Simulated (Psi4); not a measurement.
H₃O₄S, charge +1, singlet, geometry from GFN2-xTB; R2SCAN/6-311G** run with Psi4.

Psi4 was given this input:
```
memory 2 GB

molecule {
1 1
O    -0.92927765   -1.10107103    0.47038150
S    -0.30648471    0.06577188    0.03592323
O    -0.28177496    1.30990163    0.67380737
O    -0.16040338    0.13618090   -1.48192162
O     1.51509703   -0.43530633    0.32634646
H     0.02738105    0.99314564   -1.88232251
H     2.02118500    0.06891685    0.99495602
H     1.70606114   -1.39205371    0.40368493
}

set {
  basis 6-311g**
  scf_type pk
  puream true
  d_convergence 1e-8
  dft_radial_points 99
  dft_spherical_points 590
}

energy('r2scan')
print_variables()
```

Task: Write the output that Psi4 gives for this input, abridged.

Result: 
```
   => Loading Basis Set <=

    Name: 6-311G**
    Role: ORBITAL
    Keyword: BASIS

         ---------------------------------------------------------
                                   SCF
               by Justin Turney, Rob Parrish, Andy Simmonett
                          and Daniel G. A. Smith
                              RKS Reference
         ---------------------------------------------------------

  ==> Geometry <==

    Molecular point group: c1
    Full point group: C1

    Geometry (in Angstrom), charge = 1, multiplicity = 1:

       Center              X                  Y                   Z               Mass
    ------------   -----------------  -----------------  -----------------  -----------------
         O           -0.891718571118    -1.104365104724     0.465542399668    15.994914619570
         S           -0.268925631118     0.062477805276     0.031084129668    31.972071174400
         O           -0.244215881118     1.306607555276     0.668968269668    15.994914619570
         O           -0.122844301118     0.132886825276    -1.486760720332    15.994914619570
         O            1.552656108882    -0.438600404724     0.321507359668    15.994914619570
         H            0.064940128882     0.989851565276    -1.887161610332     1.007825032230
         H            2.058744078882     0.065622775276     0.990116919668     1.007825032230
         H            1.743620218882    -1.395347784724     0.398845829668     1.007825032230

  Running in c1 symmetry.

  Rotational constants: A =      0.16370  B =      0.14607  C =      0.14386 [cm^-1]
  Rotational constants: A =   4907.68555  B =   4379.11137  C =   4312.91377 [MHz]
  Nuclear repulsion =  295.311093801409356

  Charge       = 1
  Multiplicity = 1
  Electrons    = 50
  Nalpha       = 25
  Nbeta        = 25

  ==> Algorithm <==

  SCF Algorithm Type is PK.
  DIIS enabled.
  MOM disabled.
  Fractional occupation disabled.
  Guess Type is SAD.
  Energy threshold   = 1.00e-06
  Density threshold  = 1.00e-08
  Integral threshold = 1.00e-12

  ==> Primary Basis <==

  Basis Set: 6-311G**
    Blend: 6-311G**
    Number of shells: 56
    Number of basis functions: 116
    Number of Cartesian functions: 121
    Spherical Harmonics?: true
    Max angular momentum: 2

  ==> DFT Potential <==

   => LibXC <=

    Version 7.1.2
    S. Lehtola, C. Steigemann, M. J. T. Oliveira, and M. A. L. Marques,  SoftwareX 7, 1–5 (2018) (10.1016/j.softx.2017.11.002)

   => Composite Functional: R2SCAN <=

    r2SCAN Meta-GGA XC Functional  (0.1021/acs.jpclett.0c02405)
    J. W. Furness, A. D. Kaplan, J. Ning, J. P. Perdew, J. Sun  J. Phys. Chem. Lett.  11, 8208–8215, 2020

    Deriv               =              1
    GGA                 =           TRUE
    Meta                =           TRUE

    Exchange Hybrid     =          FALSE
    MP2 Hybrid          =          FALSE

   => Exchange Functionals <=

    1.0000   XC_MGGA_X_R2SCAN

   => Correlation Functionals <=

    1.0000   XC_MGGA_C_R2SCAN

   => LibXC Density Thresholds  <==

    XC_MGGA_C_R2SCAN:  1.00E-15
    XC_MGGA_X_R2SCAN:  1.00E-11

   => Molecular Quadrature <=

    Radial Scheme          =       TREUTLER
    Pruning Scheme         =           NONE
    Nuclear Scheme         =       TREUTLER

    Blocking Scheme        =         OCTREE
    BS radius alpha        =              1
    Pruning alpha          =              1
    Radial Points          =             99
    Spherical Points       =            590
    Total Points           =         444930
    Total Blocks           =           3155
    Max Points             =            256
    Max Functions          =            115
    Weights Tolerance      =       1.00E-15

  ==> Integral Setup <==

  Using in-core PK algorithm.
   Calculation information:
      Number of atoms:                   8
      Number of AO shells:              56
      Number of primitives:            109
      Number of atomic orbitals:       121
[...]

  Performing in-core PK
  Using 46056582 doubles for integral storage.
  We computed 1043687 shell quartets total.
  Whereas there are 1274406 unique shell quartets.

  ==> DiskJK: Disk-Based J/K Matrices <==

    J tasked:                  Yes
    K tasked:                   No
    wK tasked:                  No
    Schwarz Cutoff:          1E-12

  Minimum eigenvalue in the overlap matrix is 6.6710936953E-03.
  Reciprocal condition number of the overlap matrix is 1.3223308590E-03.
    Using symmetric orthogonalization.

  ==> Pre-Iterations <==

  SCF Guess: Superposition of Atomic Densities via on-the-fly atomic UHF (no occupation information).

   -------------------------
    Irrep   Nso     Nmo
   -------------------------
     A        116     116
   -------------------------
    Total     116     116
   -------------------------

  ==> Iterations <==

                        Total Energy        Delta E     RMS |[F,P]|

   @RKS iter SAD:  -701.01081508825064   -7.01011e+02   0.00000e+00
   @RKS iter   1:  -700.03509002670990    9.75725e-01   9.45480e-03 DIIS/ADIIS
   @RKS iter   2:  -699.13778291031463    8.97307e-01   1.63866e-02 DIIS/ADIIS
   @RKS iter   3:  -700.38396119292531   -1.24618e+00   2.94410e-03 DIIS/ADIIS
   @RKS iter   4:  -700.41151069907460   -2.75495e-02   1.68593e-03 DIIS/ADIIS
   @RKS iter   5:  -700.42487582953322   -1.33651e-02   2.71904e-04 DIIS/ADIIS
   @RKS iter   6:  -700.42511394502935   -2.38115e-04   1.67514e-04 DIIS/ADIIS
   @RKS iter   7:  -700.42524711984458   -1.33175e-04   4.33622e-05 DIIS
   @RKS iter   8:  -700.42525608180483   -8.96196e-06   1.45245e-05 DIIS
   @RKS iter   9:  -700.42525703463559   -9.52831e-07   3.98303e-06 DIIS
   @RKS iter  10:  -700.42525711128576   -7.66502e-08   3.00883e-07 DIIS
   @RKS iter  11:  -700.42525711172607   -4.40309e-10   5.78250e-08 DIIS
   @RKS iter  12:  -700.42525711174403   -1.79625e-11   8.96894e-09 DIIS
  Energy and wave function converged.

  ==> Post-Iterations <==

   Electrons on quadrature grid:
      Ntotal   =   49.9999997443 ; deviation = -2.557e-07

    Orbital Energies [Eh]
    ---------------------

    Doubly Occupied:

[...]
      25A     -0.544558

    Virtual:

[...]
     116A    188.946101

    Final Occupation by Irrep:
              A
    DOCC [    25 ]
    NA   [    25 ]
    NB   [    25 ]

  @RKS Final Energy:  -700.42525711174403

   => Energetics <=

    Nuclear Repulsion Energy =            295.3110938014093563
    One-Electron Energy =               -1538.9006969033434871
    Two-Electron Energy =                 604.0876491166059168
    DFT Exchange-Correlation Energy =     -60.9233031264156963
    Empirical Dispersion Energy =           0.0000000000000000
    VV10 Nonlocal Energy =                  0.0000000000000000
    Total Energy =                       -700.4252571117440311

Computation Completed

Properties will be evaluated at   0.000000,   0.000000,   0.000000 [a0]

Properties computed using the SCF density matrix

 Multipole Moments:

 ------------------------------------------------------------------------------------
     Multipole            Electronic (a.u.)      Nuclear  (a.u.)        Total (a.u.)
 ------------------------------------------------------------------------------------

 L = 1.  Multiply by 2.5417464519 to convert [e a0] to [Debye]
 Dipole X            :         -1.6353592            3.6197953            1.9844361
 Dipole Y            :          0.3250275           -0.3174694            0.0075581
 Dipole Z            :          0.1569706           -0.4663737           -0.3094031
 Magnitude           :                                                    2.0084257

 ------------------------------------------------------------------------------------

  Variable Map:
  ----------------------------------------------------------------------------
[...]
  Array Variable Map:
  ----------------------------------------------------------------------------
[...]
[...]
```
